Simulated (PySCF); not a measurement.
Computed IR spectrum (relative IR intensity) of a molecule C₃H₇N. Geometry: PBE-D3(BJ)/def2-SVP. Other conformers were not sampled. Method: PBE-D3(BJ)/def2-SVP in PySCF. No scaling factor is applied to the harmonic values.

ν (cm⁻¹): 94 (w), 323 (vw), 411 (w), 566 (m), 808 (w), 856 (w), 989 (m), 1065 (m), 1118 (w), 1312 (m), 1355 (vw), 1363 (m), 1397 (w), 1400 (w), 1407 (w), 1423 (w), 1719 (vs), 2912 (vs), 2969 (w), 2979 (s), 3005 (m), 3026 (m), 3039 (w), 3091 (m) (against the strongest line: vs over 80 %, s over 45 %, m over 15 %, w over 4 %, vw less)

Q: Which structure fits?
(A) C=CCN
(B) C/C=N\C
(C) C1CNC1

A: B, C/C=N\C
